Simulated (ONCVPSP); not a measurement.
# Logarithmic derivatives: Pb (Z = 82), ONCV

```json
{
 "Element": "Pb",
 "Generator": "ONCVPSP 4.0.1",
 "Type": "optimised norm-conserving Vanderbilt (ONCV)",
 "Functional": "PBEsol",
 "Relativity": "scalar-relativistic",
 "Frozen core": "[Kr] 4d10 4f14",
 "Valence charge": "22",
 "Reference configuration": "5s2 5p6 5d10 6s2 6p2",
 "Partial waves": "5s+6s: rc 1.40 bohr, ncon 4, nbas 7, qcut 9.6 1/bohr, 2 projectors; 5p+6p: rc 1.85 bohr, ncon 3, nbas 7, qcut 7 1/bohr, 3 projectors, debl 1 Ha; 5d: rc 1.35 bohr, ncon 4, nbas 9, qcut 8.2 1/bohr, 1 projector",
 "Local potential": "polynomial inside 1.10 bohr (lpopt 5, dvloc0 -1 Ha)",
 "Core correction": "Teter function, fcfact 5.75, rcfact 1.7"
}
```

The phase is arctan(r·R′/R) of the radial function R(r), unwrapped; energies in Ha, scanned from -7 to 5 Ha. A pole is an energy at which the radial function vanishes at the test radius. The pseudo phase is shifted by a multiple of π to meet the all-electron one at the reference energy, and phase errors are pseudo minus all-electron; the curves can meet again beyond the range given. Levels narrower than the energy grid can be missing from the lists of poles.

Q: For each channel, where are the poles, and over which energies does the pseudopotential scatter like the atom?

A:

```tsv
channel	radius (bohr)	reference energy (Ha)	poles, all-electron	poles, pseudo	unbroken range about the reference energy with phases within 0.05 rad	phase error 1 Ha above the reference energy (rad)
s	1.42	-0.44	-4.76	-4.76	the whole range	-0.000
p	1.88	-0.13	-3.02, 4.16	-3.02, 4.15	the whole range	+0.000
d	1.37	-0.78	1.73	1.63	below 3.8	-0.002
```

Phases in the s channel:

```json
{"E (Ha)": "-6.96", "all-electron": "1.073", "pseudo": "1.073"}
{"E (Ha)": "-6.64", "all-electron": "0.949", "pseudo": "0.949"}
{"E (Ha)": "-6.32", "all-electron": "0.684", "pseudo": "0.684"}
{"E (Ha)": "-6.00", "all-electron": "-0.002", "pseudo": "-0.002"}
{"E (Ha)": "-5.68", "all-electron": "-0.916", "pseudo": "-0.916"}
{"E (Ha)": "-5.36", "all-electron": "-1.317", "pseudo": "-1.317"}
{"E (Ha)": "-5.04", "all-electron": "-1.488", "pseudo": "-1.488"}
{"E (Ha)": "-4.72", "all-electron": "-1.581", "pseudo": "-1.581"}
{"E (Ha)": "-4.40", "all-electron": "-1.643", "pseudo": "-1.643"}
{"E (Ha)": "-4.08", "all-electron": "-1.688", "pseudo": "-1.688"}
{"E (Ha)": "-3.76", "all-electron": "-1.725", "pseudo": "-1.725"}
{"E (Ha)": "-3.44", "all-electron": "-1.758", "pseudo": "-1.758"}
{"E (Ha)": "-3.12", "all-electron": "-1.789", "pseudo": "-1.789"}
{"E (Ha)": "-2.80", "all-electron": "-1.820", "pseudo": "-1.820"}
{"E (Ha)": "-2.48", "all-electron": "-1.852", "pseudo": "-1.852"}
{"E (Ha)": "-2.16", "all-electron": "-1.887", "pseudo": "-1.887"}
{"E (Ha)": "-1.84", "all-electron": "-1.925", "pseudo": "-1.925"}
{"E (Ha)": "-1.52", "all-electron": "-1.970", "pseudo": "-1.970"}
{"E (Ha)": "-1.20", "all-electron": "-2.024", "pseudo": "-2.024"}
{"E (Ha)": "-0.88", "all-electron": "-2.090", "pseudo": "-2.090"}
{"E (Ha)": "-0.56", "all-electron": "-2.174", "pseudo": "-2.174"}
{"E (Ha)": "-0.24", "all-electron": "-2.284", "pseudo": "-2.284"}
{"E (Ha)": "0.08", "all-electron": "-2.434", "pseudo": "-2.434"}
{"E (Ha)": "0.40", "all-electron": "-2.636", "pseudo": "-2.637"}
{"E (Ha)": "0.72", "all-electron": "-2.903", "pseudo": "-2.904"}
{"E (Ha)": "1.04", "all-electron": "-3.218", "pseudo": "-3.219"}
{"E (Ha)": "1.36", "all-electron": "-3.530", "pseudo": "-3.531"}
{"E (Ha)": "1.68", "all-electron": "-3.789", "pseudo": "-3.791"}
{"E (Ha)": "2.00", "all-electron": "-3.984", "pseudo": "-3.986"}
{"E (Ha)": "2.32", "all-electron": "-4.127", "pseudo": "-4.129"}
{"E (Ha)": "2.64", "all-electron": "-4.232", "pseudo": "-4.234"}
{"E (Ha)": "2.96", "all-electron": "-4.311", "pseudo": "-4.314"}
{"E (Ha)": "3.28", "all-electron": "-4.373", "pseudo": "-4.376"}
{"E (Ha)": "3.60", "all-electron": "-4.423", "pseudo": "-4.426"}
{"E (Ha)": "3.92", "all-electron": "-4.463", "pseudo": "-4.466"}
{"E (Ha)": "4.24", "all-electron": "-4.496", "pseudo": "-4.500"}
{"E (Ha)": "4.56", "all-electron": "-4.525", "pseudo": "-4.529"}
{"E (Ha)": "4.88", "all-electron": "-4.549", "pseudo": "-4.554"}
```
